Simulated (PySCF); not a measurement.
Coordinates in bohr (charge 0 multiplicity 3):
```
O     0.0000    0.0000    0.0000
Be    2.6572    0.0000    0.0000
Be   -2.6572    0.0000    0.0000
```

Computed with PySCF, UPBE0, basis O def2-TZVP, Be def2-TZVP (no relativity, density fitting).

This geometry of Be₂O is a stationary point at this level.

Task: What is the point group?

Result: D∞h.

Task: Is it a minimum?

Result: Yes: all harmonic wavenumbers are real.

Task: Which band is strongest in the infrared?

Result: 1452 cm⁻¹ (σu+), 566 km/mol.

Task: Give the atomic charges and bond orders.

Result: 
```csv
atom,Mulliken,Löwdin,polar tensor,spin (Mulliken),Mayer order to O1
O1,0.03,-0.16,-0.80,-0.01,–
"Be2,3",-0.02,0.08,0.40,1.00,1.43
```

This need not be the most stable arrangement of these atoms.
